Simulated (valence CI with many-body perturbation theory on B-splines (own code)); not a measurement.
# Energy levels of Rh IV

Method: valence CI with perturbative core correlation (CI+MBPT): six valence electrons over a frozen Dirac-Fock core [Kr], radial functions for each j: 7 s, 7 p, 8 d, 6 f, 4 g, 1 h, with the one-electron correlation potential Σ1 (screened to all orders), the two-electron term Σ2, the three-electron term Σ3, Breit, model QED; selected single and double excitations, second order for the rest, scaled by the run's own slope (own B-spline code, finite nucleus).

No measured spectrum was set against this ion. As an estimate, terms of the open shell hold to 2 to 4 % of their energy, and close levels can change places; different configurations can be misplaced against each other by 1,000 to 8,000 cm⁻¹. Among the levels kept, up to 1500 cm⁻¹ of a level comes from second order outside the variational space, and about a tenth of that is noise between levels of different J, which matters for small intervals. Only levels of the ground parity were solved; by the run's estimate the other parity begins above the list, which can be wrong where configurations are misplaced.

Levels 1 to 29 of 29, with energies above the lowest level, 4d6 5D_4. "Leading %" is the weight of the configuration and term that name the level; weights of strongly mixed levels are sums over their largest components and can fall short. In the jj column 3d3/2^4 stands for four electrons in 3d with j = 3/2. Lifetimes count E1, E2, E3, M1 and M2 decay at the calculated energies, and are blank where another channel may lead or the interval is too uncertain; long ones can be off by a factor of two.

| No. | Configuration | Term | J | E (cm⁻¹) | Leading % | Second component | Lifetime | Leading jj |
| --- | --- | --- | --- | --- | --- | --- | --- | --- |
| 1 | 4d6 | 5D | 4 | 0.0 | 96 |  |  | 4d3/2^3 4d5/2^3 (46 %) |
| 2 | 4d6 | 5D | 3 | 1514 | 97 |  | 8.34 s | 4d3/2^3 4d5/2^3 (56 %) |
| 3 | 4d6 | 5D | 2 | 2432 | 96 |  | 20.4 s | 4d3/2^2 4d5/2^4 (58 %) |
| 4 | 4d6 | 5D | 1 | 3028 | 96 |  | 50.8 s | 4d3/2^3 4d5/2^3 (50 %) |
| 5 | 4d6 | 5D | 0 | 3333 | 95 |  | 221 s | 4d3/2^2 4d5/2^4 (68 %) |
| 6 | 4d6 | 3H | 4 | 17078 | 53 | 18 % 4d6 3F | 787 ms | 4d3/2^4 4d5/2^2 (46 %) |
| 7 | 4d6 | 3H | 6 | 17090 | 95 |  | 23700 s | 4d3/2^3 4d5/2^3 (75 %) |
| 8 | 4d6 | 3H | 5 | 17428 | 80 | 18 % 4d6 3G | 103 s | 4d3/2^3 4d5/2^3 (76 %) |
| 9 | 4d6 | 3P | 2 | 18033 | 91 |  | 179 ms | 4d3/2^4 4d5/2^2 (42 %) |
| 10 | 4d6 | 3F | 4 | 19698 | 55 | 36 % 4d6 3H | 277 ms | 4d3/2^2 4d5/2^4 (77 %) |
| 11 | 4d6 | 3F | 3 | 19787 | 74 | 23 % 4d6 3G | 340 ms | 4d3/2^3 4d5/2^3 (66 %) |
| 12 | 4d6 | 3F | 2 | 20558 | 94 |  | 635 ms | 4d3/2^3 4d5/2^3 (46 %) |
| 13 | 4d6 | 3G | 5 | 21805 | 80 | 18 % 4d6 3H | 1.19 s | 4d3/2^2 4d5/2^4 (76 %) |
| 14 | 4d6 | 3P | 1 | 22460 | 90 | 6 % 4d6 3D | 123 ms | 4d3/2 4d5/2^5 (55 %) |
| 15 | 4d6 | 3G | 4 | 23126 | 74 | 16 % 4d6 3F | 857 ms | 4d3/2^2 4d5/2^4 (35 %) |
| 16 | 4d6 | 3P | 0 | 23241 | 80 | 15 % 4d6 1S | 148 ms | 4d3/2^3 4d5/2^3 (48 %) |
| 17 | 4d6 | 3G | 3 | 23466 | 74 | 23 % 4d6 3F | 675 ms | 4d3/2^2 4d5/2^4 (69 %) |
| 18 | 4d6 | 1I | 6 | 26568 | 94 |  | 726 ms | 4d3/2^2 4d5/2^4 (75 %) |
| 19 | 4d6 | 3D | 2 | 26680 | 88 | 4 % 4d6 3P | 493 ms | 4d3/2^2 4d5/2^4 (46 %) |
| 20 | 4d6 | 3D | 1 | 27003 | 91 | 6 % 4d6 3P | 352 ms | 4d3/2^2 4d5/2^4 (61 %) |
| 21 | 4d6 | 3D | 3 | 27077 | 94 |  | 272 ms | 4d3/2^3 4d5/2^3 (54 %) |
| 22 | 4d6 | 1G | 4 | 29088 | 86 | 7 % 4d6 3F | 179 ms | 4d3/2^2 4d5/2^4 (43 %) |
| 23 | 4d6 | 1S | 0 | 33265 | 77 | 20 % 4d6 3P | 98.7 ms | 4d5/2^6 (35 %) |
| 24 | 4d6 | 1D | 2 | 33979 | 87 | 4 % 4d6 3D | 167 ms | 4d3/2^2 4d5/2^4 (32 %) |
| 25 | 4d6 | 1F | 3 | 36961 | 87 | 9 % 4d6 3F |  | 4d3/2^3 4d5/2^3 (75 %) |
| 26 | 4d6 | 3P | 0 | 42001 | 91 | 5 % 4d6 1S | 94.6 ms | 4d3/2^4 4d5/2^2 (44 %) |
| 27 | 4d6 | 3P | 1 | 43039 | 96 |  | 105 ms | 4d3/2^3 4d5/2^3 (76 %) |
| 28 | 4d6 | 3F | 4 | 44174 | 94 |  | 98.3 ms | 4d3/2^2 4d5/2^4 (59 %) |
| 29 | 4d6 | 3F | 2 | 44229 | 96 |  | 108 ms | 4d3/2^2 4d5/2^4 (66 %) |

Names give the largest LS component (configuration and term), which can be under half, so a name can repeat, a term be missing and a line seem to break the LS rules; names also repeat where a configuration has a term twice.

The ionisation energy to 4d5 6S_5/2 of the next ion comes out as 43.963 eV (NIST: 42 ± 1.7 eV (theoretical)). All 29 levels together are meant to be complete up to 44772 cm⁻¹.
